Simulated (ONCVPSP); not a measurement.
# Before and after: ONCV potential for aluminium (Al)

```
Element                 : aluminium (Al)
Generator               : ONCVPSP 4.0.1
Type                    : optimised norm-conserving Vanderbilt (ONCV)
Functional              : PBE
Relativity              : scalar-relativistic
Frozen core             : [Ne]
Valence charge          : 3
Reference configuration : 3s1.75 3p1.25
Partial waves           : 3s: rc 1.80 bohr, ncon 3, nbas 6, qcut 3.1 1/bohr, 2 projectors, debl 0.4 Ha; 3p: rc 2.85 bohr, ncon 4, nbas 8, qcut 3.1 1/bohr, 1 projector; d scattering state at 0.34 Ha: rc 2.50 bohr, ncon 3, nbas 7, qcut 3.9 1/bohr, 2 projectors, debl 1.8 Ha
Local potential         : polynomial inside 1.25 bohr (lpopt 5, dvloc0 0 Ha)
Core correction         : Teter function fitted to the true core (icmod 2), fcfact 0.6
```

All-electron outer shells of the reference configuration (PBE, scalar-relativistic, ld1.x):

| shell | level (eV) | outermost node (bohr) | outermost maximum (bohr) |
| --- | --- | --- | --- |
| 2s | -108.64 | 0.16 | 0.50 |
| 2p | -70.11 | – | 0.43 |
| 3s | -7.97 | 0.80 | 2.09 |
| 3p | -2.88 | 0.82 | 2.61 |

Change: s: qcut 4.3; p: qcut 4.3; d: qcut 5.4.

Cutoffs: the cutoffs (Ha) at which the residual kinetic energy of the hardest occupied pseudo-wave falls to 1 and 0.1 mHa per electron; they do not see the model core or the augmentation charge, which bear on the density cutoff. Errors are all-electron minus pseudo energies relative to the spin-unpolarised reference configuration.

**Question.** Predict the effect on cutoff, ghosts and configuration errors.

**Answer.** The potential gets neither clearly harder nor softer (5.7 Ha and 23 Ha → 6.0 Ha and 7.8 Ha); of the 4 tests that both files solve, the error grows in 1 and shrinks in 2 by more than 15 % and 0.3 meV (median size 8.7 → 6.9 meV); neither file shows a bound ghost.

```tsv
quantity	base	changed
cutoff, loose	5.7 Ha	6.0 Ha
cutoff, tight	23 Ha	7.8 Ha
loose cutoff by channel	s 5.7 Ha, p 2.1 Ha	s 6.0 Ha, p 2.1 Ha
bound ghosts	none	none
GHOST(+) flags under 300 eV	s at 67.7 eV	s at 62.4 eV
error for 3s2 3p1, meV [ΔE -1.27 eV]	+0.2	+0.2
error for 3s2 3p0, meV [ΔE 4.49 eV]	-1.6	-0.8
error for 3s1 3p0, meV [ΔE 23.72 eV]	+20	+26
error for 3s0 3p3, meV [ΔE 9.18 eV]	+16	+13
s: phases at 1.83 bohr within 0.05 rad from the reference energy up to (Ha; the scan ends near 5)	2.2	2.0
p: phases at 2.89 bohr within 0.05 rad from the reference energy up to (Ha; the scan ends near 5)	0.8	0.9
d: phases at 2.54 bohr within 0.05 rad from the reference energy up to (Ha; the scan ends near 5)	4.0	to the end of the scan
rms error of d²Exc/dni dnj with the model core, mHa	1.31	1.43
```

Base: The cutoffs count occupied waves only; projector 2 of the d channel, the hardest unoccupied one, needs 33 Ha at the loose tolerance.
